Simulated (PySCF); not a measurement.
Ge(F)3(SeH) (F₃GeHSe), SMILES [F][Ge]([F])([F])[SeH]. Atoms are numbered in the order given.

```xyz
6

F      1.6191    -1.2672     0.0000
Ge     0.0038    -0.6722     0.0000
F     -0.7859    -1.3767    -1.3601
F     -0.7859    -1.3767     1.3601
Se     0.0266     1.6480     0.0000
H     -1.4514     1.6651     0.0000
```

Geometry: B3LYP-D3(BJ)/def2-SVP. The structure was generated by enumeration, and PubChem lists no compound with its InChIKey, so it may never have been made. Other conformers were not sampled.

Two levels are set side by side: PBE/pcSseg-1 (PySCF) and HF/pcSseg-1 (PySCF). GIAO shifts against CFCl3 (¹⁹F), GeH4 (⁷³Ge), Me2Se (⁷⁷Se), TMS (¹H) at the same level; non-relativistic, no solvent, atoms listed together averaged. Differences are taken from unrounded values.

```json
[
 {"quantity": "δ(⁷³Ge) of Ge2 (ppm)", "HF": "232.0", "PBE": "357.4", "PBE minus HF": "125.4"},
 {"quantity": "δ(⁷⁷Se) of Se5 (ppm)", "HF": "-292.1", "PBE": "-307.4", "PBE minus HF": "-15.2"},
 {"quantity": "δ(¹H) of H6 (ppm)", "HF": "2.09", "PBE": "1.92", "PBE minus HF": "-0.17"}
]
```

Rough cost on one machine, each run with all the roots and properties that it gave: HF against PBE within a factor of 2.
